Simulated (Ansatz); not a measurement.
Geometry optimisation, RKS r2SCAN/def2-SVP in Ansatz 0.2.0.

The input (input.yaml):

```yaml
crystal:
  periodic: [false, false, false]
  atoms:
    - { symbol: B, position_ang: [-1.509, -0.2309, 0.0143] }
    - { symbol: C, position_ang: [-0.0183, -0.1915, 0.3056] }
    - { symbol: C, position_ang: [0.3976, -0.5248, 1.5099] }
    - { symbol: B, position_ang: [1.0789, 0.2186, -0.83] }
    - { symbol: O, position_ang: [0.5393, 0.5662, -2.1799] }
    - { symbol: H, position_ang: [-1.9607, 0.1272, -1.0691] }
    - { symbol: H, position_ang: [-2.3077, -0.4789, 0.8469] }
    - { symbol: H, position_ang: [1.5313, -0.5166, 1.7456] }
    - { symbol: H, position_ang: [-0.2541, -0.7857, 2.3601] }
    - { symbol: H, position_ang: [2.1683, 0.2042, -0.5807] }
    - { symbol: H, position_ang: [0.52712, -0.32503, -2.6373] }
basis:
  gaussian: { orbitals: def2-SVP }
hamiltonian:
  xc: r2scan
relax:
  f_tol: 0.015
  max_steps: 40
```

Run as:

```bash
$ ansatz run input.yaml --threads 2 --pin off --max-ram 3072MiB --backend cpu --events-out ev --progress --plain --runs-dir out
```

Q: Where does it end, and by what steps?

A: The run converged. After 15 steps the energy has fallen by 1.361 eV; H11 moved furthest, 0.95 Å.

```tsv
step	energy less start (eV)	largest force component (eV/Å)	accepted
0	0.0000	5.118	yes
1	-0.4112	1.864	yes
2	-0.5669	1.263	yes
3	-0.7801	1.804	yes
4	-0.7530	2.787	no
5	-1.0287	1.240	yes
6	-1.1605	1.056	yes
7	-1.2784	0.562	yes
8	-1.3328	0.179	yes
9	-1.3460	0.318	yes
10	-1.3507	0.256	yes
11	-1.3590	0.081	yes
12	-1.3594	0.128	yes
13	-1.3607	0.030	yes
14	-1.3608	0.025	yes
15	-1.3608	0.014	yes
```

```xyz
11
Properties=species:S:1:pos:R:3
B -1.467 -0.291 -0.100
C 0.043 -0.229 0.234
C 0.429 -0.453 1.519
B 1.145 0.080 -0.845
O 0.823 0.306 -2.139
H -1.873 -0.099 -1.231
H -2.287 -0.532 0.756
H 1.487 -0.423 1.820
H -0.295 -0.674 2.315
H 2.324 0.127 -0.563
H -0.135 0.251 -2.281
```

The run took 39 s on 2 threads of Intel(R) Xeon(R) Platinum 8488C (Sapphire Rapids), on a shared host, peak memory 0.18 GiB.
